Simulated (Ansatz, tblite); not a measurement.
Forces on Ga₁₃Sb₁₁F₆ at its PBE-D4/def2-SVP geometry. Total charge 0; singlet.

In the def2 sets Sb takes a core potential; there is no spin–orbit coupling. The xTB rows come from tblite. Single mean-field runs in def2-SVP are fitted with def2-universal-jkfit. The restricted singlet is unstable towards broken spin symmetry in Hartree–Fock (as tested in another run); at PBE-D4/def2-SVP, PBE0-D4/def2-SVP this wasn't settled.

GFN1-xTB (tblite), largest force 0.87 eV/Å:

```xyz
30
positions Å, forces eV/Å
Sb   -4.352   -1.295    0.772    0.645    0.046   -0.575
Sb   -3.090   -2.301   -1.610   -0.305    0.400    0.689
Sb    1.492    3.895   -3.702   -0.350   -0.093    0.183
Sb   -0.048   -0.863   -4.455    0.030    0.222    0.254
Sb   -1.064    1.649   -0.576   -0.127    0.357    0.072
Sb    1.539    1.690    3.010   -0.221   -0.372   -0.601
Sb    0.061   -1.857    1.475    0.167   -0.080    0.294
Sb    3.322    0.057   -0.871   -0.172    0.234   -0.153
Sb   -2.025   -1.437    5.124    0.124    0.063   -0.335
Sb    2.781   -2.855    5.055    0.056    0.158   -0.196
Sb    1.733   -3.845   -1.617    0.055    0.003   -0.163
Ga   -3.166    1.120    0.941   -0.217   -0.517   -0.486
Ga   -0.794    3.589   -2.363    0.692    0.004    0.273
Ga   -0.654    0.301    3.511    0.392   -0.396    0.407
Ga   -1.483   -0.306   -2.286   -0.023   -0.326   -0.028
Ga   -2.409   -1.766    2.482   -0.079    0.118    0.046
Ga   -0.577   -2.945   -0.943    0.041    0.202    0.377
Ga    0.201    1.742   -4.466    0.419   -0.244   -0.242
Ga    2.777    1.748   -2.766   -0.251    0.381    0.387
Ga    1.722   -1.371   -2.466   -0.102   -0.278    0.016
Ga    1.111    0.551    0.551    0.330    0.074    0.351
Ga    2.572   -0.718    3.496   -0.373   -0.044    0.556
Ga    2.753   -3.486    1.702   -0.419    0.214   -0.042
Ga    0.342   -2.416    4.463   -0.138    0.066   -0.225
F    -4.310    2.459    1.220   -0.010    0.029    0.026
F    -1.930    4.949   -2.211   -0.008    0.003   -0.058
F    -2.177    1.241    2.697   -0.068    0.126    0.024
F    -1.562    2.484   -3.883   -0.460   -0.127   -0.196
F     3.646    1.234   -4.266    0.122   -0.097   -0.254
F     3.589   -1.252    1.981    0.250   -0.124   -0.399
```

PBE-D4/def2-SVP (Ansatz), largest force 0.03 eV/Å:

```
Sb 0.002 0.003 0.002
Sb -0.003 0.000 -0.005
Sb 0.006 -0.003 0.005
Sb -0.002 0.010 -0.006
Sb 0.009 -0.001 -0.002
Sb -0.003 -0.001 -0.002
Sb -0.014 0.001 -0.007
Sb -0.004 -0.009 0.012
Sb -0.004 0.001 -0.007
Sb -0.012 -0.010 -0.002
Sb 0.000 -0.006 -0.012
Ga -0.025 -0.006 -0.001
Ga -0.001 0.024 0.004
Ga -0.004 0.006 -0.003
Ga 0.000 -0.004 0.004
Ga 0.012 0.003 0.000
Ga 0.002 0.002 0.005
Ga -0.008 -0.008 0.004
Ga -0.003 0.005 -0.027
Ga 0.012 0.001 0.016
Ga 0.001 -0.003 0.002
Ga -0.006 0.008 0.002
Ga -0.001 -0.017 0.003
Ga 0.015 0.001 0.016
F 0.002 -0.002 0.000
F 0.007 -0.006 -0.003
F 0.017 0.001 0.018
F 0.000 -0.012 -0.016
F -0.006 0.008 0.012
F 0.010 0.016 -0.011
```

PBE0-D4/def2-SVP (Ansatz), largest force 0.53 eV/Å:

```
Sb 0.327 0.061 -0.016
Sb 0.182 0.203 0.142
Sb -0.204 -0.397 0.088
Sb 0.004 0.270 0.215
Sb -0.036 -0.108 -0.100
Sb -0.124 -0.362 -0.086
Sb -0.178 0.067 0.067
Sb -0.297 0.117 -0.195
Sb 0.232 0.012 -0.400
Sb -0.318 0.226 -0.215
Sb -0.267 0.303 -0.052
Ga -0.177 0.309 0.244
Ga -0.318 0.195 -0.108
Ga -0.162 0.186 -0.098
Ga -0.024 -0.070 -0.007
Ga 0.057 0.075 0.031
Ga 0.162 -0.056 0.015
Ga -0.170 0.074 0.132
Ga 0.221 -0.107 -0.271
Ga 0.043 -0.148 0.109
Ga 0.028 0.017 0.102
Ga 0.218 -0.097 -0.247
Ga 0.049 0.024 0.018
Ga 0.110 -0.017 0.116
F 0.328 -0.373 -0.089
F 0.342 -0.398 -0.040
F 0.108 -0.224 -0.164
F 0.386 0.015 0.115
F -0.237 0.142 0.379
F -0.284 0.063 0.314
```
